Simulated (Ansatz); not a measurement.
Reaction (formal exchange of groups at the In–C bond): `C[O][In]([CH3])[SH]` + `C#CSS` → `C[O][In]([SH])[SH]` + `C#CSC`

Isolated molecules relaxed with PBE0-D4/def2-TZVP in Ansatz; ΔE leaves out vibrations. CCSD(T)/CBS is the MP2 limit (def2-TZVPP, def2-QZVPP) plus CCSD(T) − MP2 in def2-TZVPP, frozen cores. DFT in def2-TZVPP. B3LYP here is the variant with VWN-RPA as its local correlation; programs differ in this. HSE06 is defined as in plane-wave codes. def2 core potentials past Kr. For In outer-core shells are correlated without core-valence functions, which leaves a few kJ/mol of doubt a bond. One conformer a species, not always the lowest.

```
             level  ΔE (kJ/mol)  difference from CCSD(T)/CBS
       LDA (SPW92)        -84.1                          9.9
            PBE-D4        -84.3                          9.7
         revPBE-D4        -84.2                          9.8
           BLYP-D4        -82.9                         11.1
         r2SCAN-D4        -92.1                          1.9
            B97M-V        -95.8                         -1.8
           PBE0-D4        -91.9                          2.1
          B3LYP-D4        -89.3                          4.7
        r2SCANh-D4        -93.7                          0.3
        r2SCAN0-D4        -96.2                         -2.2
          HSE06-D4        -91.8                          2.2
          BHLYP-D4        -98.4                         -4.4
      CAM-B3LYP-D4        -92.4                          1.6
           ωB97X-V        -94.8                         -0.8
           ωB97M-V        -91.6                          2.4
          PBE-QIDH        -97.1                         -3.1
            revPBE        -83.4                         10.6
              PBE0        -91.5                          2.5
             B3LYP        -88.8                          5.2
           r2SCANh        -93.6                          0.4
           r2SCAN0        -96.0                         -2.0
             HSE06        -91.4                          2.6
             BHLYP        -97.7                         -3.7
         CAM-B3LYP        -92.0                          2.0
           LC-ωPBE        -94.3                         -0.3
RPA@PBE/def2-TZVPP        -90.8                          3.2
       HF/def2-SVP       -121.4                        -27.4
      MP2/def2-SVP       -115.4                        -21.4
     CCSD/def2-SVP       -113.0                        -19.0
  CCSD(T)/def2-SVP       -111.9                        -17.9
     HF/def2-TZVPP       -110.9                        -16.9
    MP2/def2-TZVPP        -95.0                         -1.0
   CCSD/def2-TZVPP        -96.1                         -2.1
CCSD(T)/def2-TZVPP        -94.4                         -0.4
     HF/def2-QZVPP       -110.6                        -16.6
    MP2/def2-QZVPP        -94.6                         -0.6
SCS-MP2/def2-QZVPP        -95.3                         -1.3
      HF/CBS(def2)       -110.5                        -16.5
     MP2/CBS(def2)        -94.6                         -0.6
    CCSD/CBS(def2)        -95.7                         -1.7
       CCSD(T)/CBS        -94.0                            0
```

(1) What do rigid-rotor, harmonic-oscillator terms from PBE0-D4/def2-TZVP frequencies (298.15 K, 1 bar) make of the CCSD(T)/CBS value? (Best estimate.)

Largest T1 diagnostic among the species: 0.015.

Results:

(1) Ansatz gave: ΔZPE = +4.0 kJ/mol, ΔH = -90.5 kJ/mol, ΔS = -14 J/(mol·K), ΔG = -86.2 kJ/mol. Modes under 50 cm⁻¹ make the entropy rough.

From r2SCAN to r2SCAN0 (25 % exact exchange), in def2-TZVPP and without D4, ΔE moves by −4.1 kJ/mol. At CCSD(T), def2-SVP lies −17.9 kJ/mol from the extrapolated value and def2-TZVPP −0.4 kJ/mol.
